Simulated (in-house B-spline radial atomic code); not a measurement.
## RPA and G0W0 on LDA VWN5: the rubidium ion Rb⁺

Configuration [Ar] 3d10 4s2 4p6, mean-field start LDA VWN5. Computed with an all-electron radial atomic-structure program (B-spline basis): all electrons, scalar-relativistic (spin-free one-electron X2C), finite nucleus, each spin shell either full or empty, empty states to l = 9 with an (l + 1/2)⁻⁴ tail; G0W0 by contour deformation at full frequency.

Command:
```bash
python run_gw.py task.json out
```
Settings (radii: box in bohr, nucleus in fm):
```
Z                        37
electrons                36
configuration            [Ar] 3d10 4s2 4p6
hamiltonian              x2c
method                   lda,vwn
lmax                     9
rms_radius               4.2036
spin_polarised           False
box_radius               23.78
intervals                71
```

Cost of the run: 3.6 s on 1 thread of Arm Neoverse N1 (shared host).

Energies (hartree):

```json
{"term": "mean-field total", "value": "-2976.86838"}
{"term": "Hartree-Fock functional on these orbitals", "value": "-2978.97186"}
{"term": "direct second order", "value": "-3.0851"}
{"term": "second-order exchange", "value": "0.88344"}
{"term": "SOSEX correction", "value": "0.81299"}
```

Problem. What is the RPA correlation energy, and what remains with SOSEX?

Solution. RPA gives -2.6761 hartree (-2.02 eV per electron); RPA + SOSEX gives -1.8631, and the second-order doubles -2.2016 hartree (no singles). SOSEX takes back 30 % of the RPA value.

Quasi-particle levels (eV):

```csv
level,occupied,mean field,Σx - vxc,Σc,QP weight,G0W0
4p,yes,-21.792,-5.56,?,?,?
5s,no,-6.013,2.85,-0.82,0.977,-3.981
```

G0W0 = mean field + (Σx - vxc) + Σc, with Σc (partial-wave tail included) taken at the quasi-particle energy. Only the outer levels were computed. Levels of low weight are left out.

Problem. Where does G0W0 put 4p?

Solution. At -27.471 eV, with Σc = -0.12 eV and a quasi-particle weight of 0.905. The tabulated removal energy is 27.290 eV (NIST, measured); the calculation leaves out spin-orbit coupling, Breit and QED terms, and what these don't explain is the method's own error.
